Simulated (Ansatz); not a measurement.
Ansatz (a program for electronic structure) job for F2GaH3OSi, SMILES [F][Ga]([F])[O][SiH3], PBE/def2-SVPD. Coordinates come from a B3LYP-D3(BJ)/def2-SVP optimisation. The structure was generated by enumeration; whether it is a known compound was not checked. One conformer was computed; it need not be the lowest.

Ansatz 0.2 input:
```yaml
crystal:
  periodic: [false, false, false]
  atoms:
    - {symbol: Ga, position_ang: [-0.01423031, 0.73009153, 0.00000000]}
    - {symbol: F, position_ang: [-1.12829025, 2.06247369, -0.00000000]}
    - {symbol: F, position_ang: [1.68844609, 1.09754786, -0.00000000]}
    - {symbol: O, position_ang: [-0.60257544, -0.92191348, 0.00000000]}
    - {symbol: Si, position_ang: [-0.01602334, -2.48761795, -0.00000000]}
    - {symbol: H, position_ang: [0.81458824, -2.73191948, -1.21433181]}
    - {symbol: H, position_ang: [-1.18450938, -3.40723326, 0.00000000]}
    - {symbol: H, position_ang: [0.81458823, -2.73191949, 1.21433182]}
basis:
  gaussian:
    orbitals: def2-SVPD
hamiltonian:
  xc: {name: PBE}
```

It prints:

```
WARN ansatz: RAYON_NUM_THREADS=1 ignored (pool sized by the plan → 1); use --threads N
Functional definition: PBE
integrals: 0.10 GiB planned
1390 factors; their error is unknown
mean field: 0.58 GiB planned
mean field evaluation 1: about -67742.5573 eV, gradient 8.8e1 eV
mean field evaluation 2: about -67659.6327 eV, gradient 2.1e2 eV
mean field evaluation 4: about -67753.8815 eV, gradient 2.8e1 eV
mean field evaluation 8: about -67755.1861 eV, gradient 1.6e-1 eV
mean field evaluation 16: about -67755.1407 eV, gradient 8.9e-5 eV
mean field -67755.14070351 eV, -2489.9554947700 hartree, gradient 8.9e-5 eV, S^2 0.000000; 0 other end points of the search recorded, 0 dependent functions left out
reference -67755.14075918 eV, -2489.9554968159 hartree; 37, 37 occupied and 118, 118 virtual orbitals, 1390 factors
Total energy: -67755.14075918 eV, -2489.9554968159 hartree
```

The calculation finished and met its thresholds.
